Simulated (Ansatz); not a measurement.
A nudged elastic band was laid between two geometries of CH4AlNO (8 atoms, charge 0, multiplicity 1).

All numbers below come from RKS B3LYP/def2-SVP in Ansatz.

```
movable images  : 7
climbing image  : yes
spring          : 5.0 eV/Å²
optimiser       : quadratic models (default)
start path      : through a guess of the saddle point
force threshold : 0.05 eV/Å
iteration limit : 60
end points      : relaxed
```

Initial state:

```xyz
8
Properties=species:S:1:pos:R:3
N -1.244 1.509 0.330
C 0.009 1.304 0.151
Al 0.794 -0.489 -0.156
O -0.421 -1.687 -0.143
H -1.766 0.620 0.290
H 0.639 2.218 0.181
H 2.320 -0.839 -0.388
H -0.331 -2.636 -0.265
```

Final state:

```xyz
8
Properties=species:S:1:pos:R:3
N -0.877 1.204 0.694
C 0.149 1.293 -0.085
Al 0.489 -0.014 -1.670
O 0.410 -1.450 -0.109
H -1.470 0.398 0.418
H 0.797 2.169 0.154
H 0.196 -1.194 0.807
H 0.306 -2.407 -0.209
```

(1) What changes between the two ends?

(2) What energy profile does the band end with?

(3) What is the geometry of the highest image?

Answers

(1) Bonds broken: Al3–H7. Bonds formed: O4–H7.

(2) The run converged. The highest image is number 3 of 0 to 8, 70.9 kcal/mol above the first end and 25.2 kcal/mol above the last; the last end lies 45.8 kcal/mol above the first. The profile has 2 maxima (images 3, 6) with wells between them (image 4): this band takes more than one step, which may be the mechanism or a detour left from its start path. Neighbouring images differ by up to 1.9 eV, so the band resolves the path poorly. A vibrational analysis at the climbing image gives one clearly imaginary mode, 1413i cm⁻¹: a first-order saddle point. The orbitals stay closed-shell, which can raise the energy where a bond breaks towards radicals; this wasn't checked here.

```
image  path coordinate (Å)  energy (kcal/mol)  Al3–H7 (Å)  O4–H7 (Å)
    0                 0.00                0.0        1.58       2.88
    1                 0.78                3.6        1.58       2.76
    2                 1.57               26.2        1.58       2.24
    3                 2.35               70.9        1.72       1.35
    4                 3.24               47.5        2.56       0.97
    5                 4.13               48.7        2.72       0.97
    6                 5.02               48.9        2.81       0.97
    7                 5.91               46.9        2.87       0.97
    8                 6.80               45.8        2.76       0.97
```

(3) 
```xyz
8
Properties=species:S:1:pos:R:3
N -1.219 1.189 0.337
C -0.008 1.467 0.038
Al 1.301 -0.078 -0.088
O 0.128 -1.552 0.090
H -1.338 0.166 0.469
H 0.220 2.540 -0.111
H 1.426 -1.792 -0.195
H -0.510 -1.940 -0.539
```

Time of the run: 16 min on 1 thread of Arm Neoverse N1 (shared host), peak memory 0.16 GiB.
